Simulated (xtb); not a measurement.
CS₂, charge +1, doublet, geometry from GFN2-xTB (a state made from the parent by changing its charge; the spin is typed, not shown lowest); GFN1-xTB with GBSA(toluene) in xtb 6.7.1.

Here is a job for xtb.
```
$ xtb mol.xyz --gfn 1 --chrg 1 --uhf 1 --gbsa toluene --json

# file mol.xyz
3

S     -0.00000000    -0.00000000    -1.55963386
C      0.00000000     0.00000000     0.00000000
S      0.00000000     0.00000000     1.55963386
```

What the program printed (banner, timings and long lists left out):

```
   ID    Z sym.   atoms
    1   16 S      1, 3
    2    6 C      2

           -------------------------------------------------
          |                Calculation Setup                |
           -------------------------------------------------

           -------------------------------------------------
          |                 G F N 1 - x T B                 |
           -------------------------------------------------

      * Solvation model:               GBSA
        Solvent                        toluene
        Parameter file                 internal GFN1-xTB/GBSA
        Dielectric constant                7.0000E+00
        Reference state                gsolv [1 M gas/solution]
        Free energy shift                  4.2288E-03 Eh       2.6536E+00 kcal/mol
        Temperature                        2.9815E+02 K
        Density                            8.6700E-01 kg/L
        Solvent mass                       9.2140E+01 g/mol
        Interaction kernel             Still
        Born radius scaling (c1)           1.5977E+00
        Born radii integrator          GBOBC
        Born offset                        5.3290E-02 a0       1.0070E-01 AA
        H-bond correction              false
        Ion screening                  false
        Surface tension                    1.0000E-05 Eh       1.5569E+01 dyn/cm
        Grid points                               230 per atom

          ...................................................
          :                      SETUP                      :
          :.................................................:
          :  # basis functions                  24          :
          :  # atomic orbitals                  22          :
          :  # shells                            8          :
          :  # electrons                        15          :
          :  # halogen bonds                     0          :
          :  max. iterations                   250          :
          :  Hamiltonian                  GFN1-xTB          :
          :  restarted?                      false          :
          :  GBSA solvation                   true          :
          :  PC potential                    false          :
          :  electronic temp.          300.0000000     K    :
          :  accuracy                    1.0000000          :
          :  -> integral cutoff          0.2500000E+02      :
          :  -> integral neglect         0.1000000E-07      :
          :  -> SCF convergence          0.1000000E-05 Eh   :
          :  -> wf. convergence          0.2000000E-04 e    :
          :  Broyden damping             0.4000000          :
          :  net charge                          1          :
          :  unpaired electrons                  1          :
          ...................................................

 iter      E             dE          RMSdq      gap      omega  full diag
   1     -8.6926099 -0.869261E+01  0.824E+00    5.19       0.0  T
   2     -8.6529197  0.396902E-01  0.126E+01    2.67       1.0  T
   3     -9.0188502 -0.365930E+00  0.411E+00    3.60       1.0  T
   4     -9.0202559 -0.140570E-02  0.150E+00    3.62       1.0  T
   5     -9.0276747 -0.741879E-02  0.151E-02    3.80       3.8  T
   6     -9.0276743  0.357362E-06  0.112E-02    3.79       5.2  T
   7     -9.0276748 -0.525259E-06  0.553E-04    3.80     104.4  T
   8     -9.0276748 -0.109877E-08  0.129E-05    3.80    4488.7  T
   9     -9.0276748 -0.303757E-12  0.187E-06    3.80   30943.9  T

   *** convergence criteria satisfied after 9 iterations ***

         :::::::::::::::::::::::::::::::::::::::::::::::::::::
         ::                     SUMMARY                     ::
         :::::::::::::::::::::::::::::::::::::::::::::::::::::
         :: total energy              -8.943435635738 Eh    ::
         :: total w/o Gsasa/hb        -8.937360049868 Eh    ::
         :: gradient norm              0.000459173042 Eh/a0 ::
         :: HOMO-LUMO gap              3.795918454832 eV    ::
         ::.................................................::
         :: SCC energy                -9.027674842848 Eh    ::
         :: -> electrostatic           0.182253980007 Eh    ::
         :: -> Gsolv                  -0.083718072687 Eh    ::
         ::    -> Gelec               -0.077642486817 Eh    ::
         ::    -> Gsasa               -0.010304358866 Eh    ::
         ::    -> Ghb                  0.000000000000 Eh    ::
         ::    -> Gshift               0.004228772997 Eh    ::
         :: repulsion energy           0.085209777172 Eh    ::
         :: dispersion energy         -0.000970570062 Eh    ::
         :: halogen bond corr.         0.000000000000 Eh    ::
         :: add. restraining           0.000000000000 Eh    ::
         :: total charge               1.000000000000 e     ::
         :::::::::::::::::::::::::::::::::::::::::::::::::::::

           -------------------------------------------------
          |                Property Printout                |
           -------------------------------------------------

    * Orbital Energies and Occupations

         #    Occupation            Energy/Eh            Energy/eV
      -------------------------------------------------------------
         1        2.0000           -1.1021439             -29.9909
         2        2.0000           -1.0921392             -29.7186
         3        2.0000           -0.8064662             -21.9451
         4        2.0000           -0.7205021             -19.6059
         5        2.0000           -0.7087426             -19.2859
         6        2.0000           -0.7087426             -19.2859
         7        1.5000           -0.6279232             -17.0867
         8        1.5000           -0.6279232             -17.0867 (HOMO)
         9                         -0.4884257             -13.2907 (LUMO)
        10                         -0.4884257             -13.2907
        11                         -0.3817068             -10.3868
        12                         -0.3269556              -8.8969
        13                         -0.2679399              -7.2910
        14                         -0.2679399              -7.2910
        15                         -0.2671283              -7.2689
        16                         -0.2671283              -7.2689
        17                         -0.2641229              -7.1871
        18                         -0.2641229              -7.1871
        19                         -0.1406221              -3.8265
       ...                                ...                  ...
        22                          0.7612187              20.7138
      -------------------------------------------------------------
                  HL-Gap            0.1394974 Eh            3.7959 eV
             Fermi-level           -0.5930488 Eh          -16.1377 eV

  Mulliken/CM5 charges         n(s)   n(p)   n(d)
     1S     0.27181  0.25076   1.922  3.798  0.008
     2C     0.45639  0.49847   1.085  2.459  0.000
     3S     0.27181  0.25076   1.922  3.798  0.008

Wiberg/Mayer (AO) data.
largest (>0.10) Wiberg bond orders for each atom

 ---------------------------------------------------------------------------
     #   Z sym  total        # sym  WBO       # sym  WBO       # sym  WBO
 ---------------------------------------------------------------------------
     1  16 S    2.184 --     2 C    1.947     3 S    0.237
     2   6 C    3.893 --     1 S    1.947     3 S    1.947
     3  16 S    2.184 --     2 C    1.947     1 S    0.237
 ---------------------------------------------------------------------------

Topologies differ in total number of bonds
Writing topology from bond orders to xtbtopo.mol

 dipole moment from electron density (au)
     X       Y       Z
   0.0000  -0.0000  -0.0000  total (Debye):    0.000

           -------------------------------------------------
          | TOTAL ENERGY               -8.943435635738 Eh   |
          | GRADIENT NORM               0.000459173042 Eh/α |
          | HOMO-LUMO GAP               3.795918454832 eV   |
           -------------------------------------------------

normal termination of xtb
```
